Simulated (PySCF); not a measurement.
Compound: C₃H₈F₂N₂Si.
Structure used (GFN2-xTB), in Å, numbered top down from 1:
```
atom  x, y, z in Å
F1     1.2516   -0.4375    1.6169
C2     1.7265   -0.5232    0.3319
C3     0.6439   -0.1113   -0.6758
C4     0.0819    1.2874   -0.3376
N5    -1.2594    1.1210    0.1719
Si6   -1.7195   -0.5078    0.3758
F7    -3.1460   -0.8198   -0.3016
N8    -0.4711   -1.0213   -0.6810
H9     2.5979    0.1365    0.2688
H10    2.0316   -1.5640    0.1790
H11    1.1233   -0.1062   -1.6644
H12    0.0575    1.9113   -1.2391
H13    0.7296    1.7776    0.3985
H14   -1.6215    1.9116    0.6727
H15   -1.8137   -1.0636    1.7125
H16   -0.2203   -1.9819   -0.8400
```

NICS = −σ at a ghost point: NICS(0) at the centroid of the ring atoms, NICS(1) 1 Å to either side along the normal of their mean plane, zz for the tensor component along that normal. Level: GIAO PBE0/pcSseg-1 (PySCF, non-relativistic, gas phase) on the GFN2-xTB geometry, one conformer.

Ring bond lengths (Å), with Mayer bond orders in brackets: C3–C4 1.545 (0.99), C4–N5 1.444 (0.96), N5–Si6 1.705 (1.00), Si6–N8 1.714 (0.97), N8–C3 1.439 (0.97).

What do the NICS probes read (ppm)?

| ring | type | NICS(0) | NICS(1), two faces | NICS(1)zz, two faces | rms pucker (Å) | centre to ring atoms, mean (Å) |
| --- | --- | --- | --- | --- | --- | --- |
| C3–C4–N5–Si6–N8 | 5-membered ring with 2 N and Si; formal bonds all single | -8.1 | -3.4 / -2.5 | -6.5 / -3.0 | 0.13 | 1.32 |

What do they say, and how far can they be read as aromaticity?

- C3–C4–N5–Si6–N8: mean NICS(1)zz -4.7 ppm, shielded. C3, C4, Si6 have four or more neighbours, so the value isn't read as a sign of a π ring current. The two faces differ by 3.5 ppm, so no symmetry operation interchanges them. NICS(0) lies 5 ppm below the mean NICS(1).

What is the mean of the two in-plane components of NICS at the second NICS(1) probe listed for ring C3–C4–N5–Si6–N8, 1 Å off the ring?

The isotropic value is a third of the trace: (3 × -2.5 − (-3.0))/2 = -2.2 ppm.
